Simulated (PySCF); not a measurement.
# What a mistake does to a calculation on ClGeH4Si

These are calculations, not measurements. They come from PySCF 2.14.0, an open-source quantum chemistry program, on an isolated molecule that a program drew, which may never have been made. The molecule is ClGeH4Si (charge 0, doublet), drawn as the SMILES string `[SiH2][GeH2][Cl]`.

Each row is a Hartree-Fock (HF) and frozen-core CCSD(T) single point in the cc-pV(D+d)Z basis, meant for a local HF minimum. Run 1 is clean. Each other run has one planted mistake out of seven kinds, and not every kind appears here: one electron removed, one electron added, multiplicity raised by two, geometry at a saddle point, minimal basis STO-3G, one bond length entered in bohr, all coordinates scaled. The reference is restricted for singlets and unrestricted otherwise, and also for a bond in bohr. Adding or removing an electron swaps singlet and doublet. Electrons count all cores. HOMO and LUMO are orbital energies over both spins, the gradient is its largest component, and the lowest frequency (negative if imaginary) is given only where the gradient is small. Bond lengths are over the 6 bonds as drawn. T1 is the CCSD diagnostic: over 0.02 (restricted) or 0.045 (unrestricted) a single reference is doubtful. Germanium has the cc-pVDZ-PP basis, with a core potential (ECP10MDF) in place of its 10 inner electrons, and its 3s, 3p and 3d shells are frozen in CCSD(T).

Geometry of the clean run:
```xyz
7
ClGeH4Si, angstrom
Si    1.8323   -1.5121   -0.2142
Ge    0.1816    0.2083   -0.0016
Cl   -1.7548   -0.5431   -0.7055
H     1.5191   -2.6872    0.6292
H     2.0365   -1.9129   -1.6241
H     0.4879    1.4268   -0.8679
H    -0.0443    0.6294    1.4478
```

```
run  electrons  basis functions  <S^2>  HOMO (eV)  LUMO (eV)  gradient (hartree/bohr)  lowest frequency (cm^-1)  mean bond (Å)  longest bond (Å)      T1  HF (hartree)  CCSD(T) (hartree)                     mistake
  1         67               89  0.757      -9.25       0.51                  2.2e-05                       113         1.7665             2.394  0.0126   -1044.15216        -1044.52811                    no fault
  2         67               89  3.763      -4.11      -3.28                  9.4e-02                         -         1.7665             2.394  0.0553   -1043.90868        -1044.29450  multiplicity raised by two
  3         67               89  0.757      -8.98       0.90                  9.8e-02                         -         1.5934             2.159  0.0116   -1044.07923        -1044.45271                           ?
  4         66               89  0.000     -16.39      -7.32                  4.3e-02                         -         1.7665             2.394  0.0190   -1043.84669        -1044.21850                           ?
```

**Which mistake was planted in run 3, and what did it cost?**

The mean and the longest bond both change by the same factor, 0.902, and the gradient is no longer small. So the mistake is: all coordinates scaled. Subtracting run 1 and multiplying by 627.51 kcal/mol a hartree, the energy moved by 45.8 kcal/mol in HF and 47.3 kcal/mol in CCSD(T).

**Which mistake was planted in run 4, and what did it cost?**

It counts 66 electrons, one fewer than the clean run, at the same geometry and basis. So the mistake is: one electron removed. Subtracting run 1 and multiplying by 627.51 kcal/mol a hartree, the energy moved by 191.7 kcal/mol in HF and 194.3 kcal/mol in CCSD(T).

Cautions from the logs. Run 2: T1 is over the limit, so its CCSD(T) energy is less reliable.
